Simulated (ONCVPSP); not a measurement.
**Potentials for arsenic compared**

Generated with ld1.x 7.5 (TM, RRKJ, ultrasoft, PAW), atompaw 4.2 or ONCVPSP 4.0.1. The cutoff is in Ry: for ld1.x and atompaw files where the sum of valence levels is converged to 10 mRy in a Bessel basis, for ONCV files where the hardest occupied wave has 1 mHa per electron of residual kinetic energy. The error is the largest all-electron minus pseudo excitation energy over each file’s own four to seven test configurations (ionisations up to +4, promotions, holes and added fractions of an electron), all of which were solved. The labels leave out finer settings (local radius, basis sizes, second energies), which also bear on the numbers. Spin-polarised tests are not counted. The rows are a selection from randomly drawn settings: files with unsolved tests, undetermined cutoffs or missed reference levels are left out.

A true bound ghost makes a file unfit for plane-wave use even where its test errors are small: the radial tests pick states by their node count and pass the ghost by.

```tsv
potential	cutoff (Ry)	largest error (meV)	bound ghosts
ONCV, PBE, scalar-relativistic, rc 1.30/1.85 (sp), local smoothed, core correction no, reference 4s2 4p2, qcut 4.5/3.6, projectors 2/3	20	-27	s
ONCV, PBEsol, scalar-relativistic, rc 1.05/1.10/0.65 (spd), local d, core correction no, reference 3s2 3p6 3d10 4s2 4p1.5, qcut 10/14.6/22.1, projectors 2/2/0	396	+1.7	none
ONCV, PBE, scalar-relativistic, rc 1.15/0.85/0.65 (spd), local smoothed, core correction yes, reference 3s2 3p6 3d10 4s2 4p1, qcut 11.5/19.7/24.2, projectors 2/2/3	439	-275	none
```

**Question.** Fill in the row for As: ONCV, BLYP, scalar-relativistic, rc 1.60/1.80/1.95 (spd), local smoothed, core correction yes, reference 4s2 4p2, qcut 3.4/5.4/5.6, projectors 3/2/1.

**Answer.** cutoff 71 Ry, largest error -327 meV, bound ghosts: none.

**Question.** Fill in the row for As: ONCV, LDA (Perdew-Zunger), scalar-relativistic, rc 1.45/2.05/1.05/2.15 (spdf), local smoothed, core correction yes, reference 3d10 4s1.5 4p3.5, qcut 4.5/4.4/11.6/5.6, projectors 3/2/2/1.

**Answer.** cutoff 313 Ry, largest error -253 meV, bound ghosts: none.

**Question.** Fill in the row for As: ONCV, LDA (Perdew-Zunger), scalar-relativistic, rc 1.00/1.10/0.65 (spd), local d, core correction yes, reference 3s2 3p6 3d10 4s1.75 4p3.25, qcut 14.1/13.2/25, projectors 3/2/0.

**Answer.** cutoff 489 Ry, largest error +5.2 meV, bound ghosts: none.
